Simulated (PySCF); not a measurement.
Mapped SMILES: `[CH3:1][BH:2][C:3]#[C:4][CH3:5]`. Each H is labelled by its parent atom.

Geometry: PBE0-D3(BJ)/def2-SVP; GIAO shifts from PySCF 2.14.0 with density-fitted response routines, gas phase, non-relativistic, averaged over equivalent atoms.

At PBE0/pcSseg-1 (120 basis functions, 13 s wall time on 1 thread of an Arm Neoverse N1, shared host):
```
atoms  δ (ppm)
   C4    144.1
   C3     99.4
   C1     16.6
   C5      7.6
   B2     68.7
H(B2)     6.59
H(C5)     2.29
H(C1)     1.07
```

References, each an isolated molecule treated in the same way: ¹³C (σref 184.41), ¹H (σref 31.27) against TMS; ¹¹B (σref 100.73) against BF3·OEt2.

Question: What do these become at WP04/pcSseg-2?

Answer: 
```csv
atoms,δ at WP04/pcSseg-2,change
C4,135.9,-8.2
C3,95.5,-3.9
C1,13.5,-3.1
C5,9.3,+1.7
B2,66.3,-2.4
H(B2),5.68,-0.91
H(C5),2.23,-0.06
H(C1),0.89,-0.18
```

Scale: ¹³C (σref 172.10), ¹H (σref 31.61) against TMS; BF3·OEt2 for ¹¹B (σref 94.19) (reference shieldings calculated alike).

The largest change is at C4 (alkyne carbon). Cost: 278 basis functions, 44 s wall time on 1 thread of an Arm Neoverse N1, shared host. The order of the carbon signals is the same at both levels.

A carbon bonded to boron is broadened by the quadrupolar boron nucleus and is often missing from a measured spectrum.
